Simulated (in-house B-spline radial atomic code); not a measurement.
Ga⁺. Computed with a B-spline radial atomic code. Model: non-relativistic spherical atom: semilocal Troullier-Martins pseudo-atom, one channel per l, against all electrons, high spin, G0W0 and RPA with empty states to l = 8, local potential for every l without a channel, a model core (radius 0 = none) keeps its share of the functional.

What the tables leave out is listed at the end.

The pseudopotential gives back the lowest level of each angular momentum of its own functional in the configuration it was made in; a second state of the same l is only approximately right. Exact exchange, RPA and GW see the smooth pseudo-orbitals and miss the exchange with the core, for which the functional's share stands in. The column with an uncorrelated core keeps all orbitals and exact exchange, and so separates missing core correlation from pseudisation. Only the three outermost levels and the lowest empty one were computed. RPA here is direct RPA, with no exchange kernel, and its energies carry an (l + 1/2)⁻⁴ tail. A hybrid on a potential with a model core restores only its own semilocal share of the core's exchange.

Command:
```bash
python run_psgw.py task.json out
```
Settings (lengths in bohr, energies in hartree):
```
Z                      31
electrons              30
configuration          [Ar] 3d10 4s2
generated_in           [Ar] 3d10 4s2 4p1
functional             pbe,pbe
core_shells            4
radius_factor          0.8
core_correction        True
ion_configuration      [Ar] 3d10 4s1
```

Time taken, with all properties: 62 s on 1 thread of Arm Neoverse N1, with other jobs on the host.

Given: made with PBE; model core radius 0.306 bohr; local radius 0.614 bohr; mean-field start PBE.

Valence shells of the generating configuration: 3p, 3d, 4s, 4p.

Channel: s 1.534, p 0.452, d 1.277 (radii in bohr).

Computed: largest level miss in the spin-unpolarised generating configuration 0.025 eV; valence RPA correlation energy all-electron orbitals -1.3125 hartree; all-electron RPA polarisability, core included 14.799 bohr³; pseudo-atom RPA polarisability 14.802 bohr³; ionisation by mean-field all-electron 20.427 eV; ionisation by RPA all-electron 20.593 eV; ionisation by RPA pseudo minus all 1.006 eV.

```csv
level,occupied,mean-field all-electron (eV),mean-field pseudo minus all (eV),G0W0 all-electron (eV),G0W0 uncorrelated core minus all (eV),G0W0 pseudo minus all (eV),exchange self-energy all-electron (eV),exchange self-energy pseudo (eV)
4s,1,-16.039,-0.017,-20.482,-0.072,-0.968,-14.318,-14.391
4p (empty),0,-9.0913,-0.053,-6.162,0,0.05,-3.9288,-3.4124
```

Question: What is the ionisation by mean-field pseudo minus all?

Answer: 0.023 eV.

Question: What is the valence RPA correlation energy pseudo?

Answer: -1.4332 hartree.

Given: mean-field start PBE0.

Computed: valence RPA correlation energy pseudo -1.3786 hartree; pseudo-atom RPA polarisability 12.743 bohr³; ionisation by mean-field all-electron 20.095 eV; ionisation by mean-field pseudo minus all 0.354 eV; ionisation by RPA all-electron 20.417 eV; ionisation by RPA pseudo minus all 1.029 eV.

```tsv
level	occupied	mean-field all-electron (eV)	mean-field pseudo minus all (eV)	G0W0 all-electron (eV)	G0W0 uncorrelated core minus all (eV)	G0W0 pseudo minus all (eV)	exchange self-energy all-electron (eV)	exchange self-energy pseudo (eV)
4s	1	-16.922	-0.294	-20.399	-0.067	-1.035	-14.087	-14.708
3d	1	-31.403	0.54	-37.068	0.084	1.685	-57.677	-49.867
4p (empty)	0	-8.2048	0.106	-6.1214	0	0.156	-3.6334	-3.1298
```

Question: What is the valence RPA correlation energy all-electron orbitals?

Answer: -1.2543 hartree.

Question: What is the all-electron RPA polarisability, core included?

Answer: 13.449 bohr³.

Among the listed levels the largest G0W0 shift of the pseudo-atom is +1.69 eV, for 3d on the PBE0 start, while leaving the core uncorrelated moves that level by +0.08 eV. So pseudisation and the lost core exchange, not the missing core correlation, make the error. Not in the tables (levels of low weight, unsolved or above zero; the highest and the empty levels are kept at any weight): on PBE the G0W0 levels 3d (pseudo minus all +1.30 eV, weights 0.73 and 0.66), 3p (pseudo minus all +3.68 eV, weights 0.26 and 0.26); on PBE0 the G0W0 levels 3p (pseudo minus all +3.13 eV, weights 0.51 and 0.48); no Hartree-Fock pseudo-atom is run with a model core.
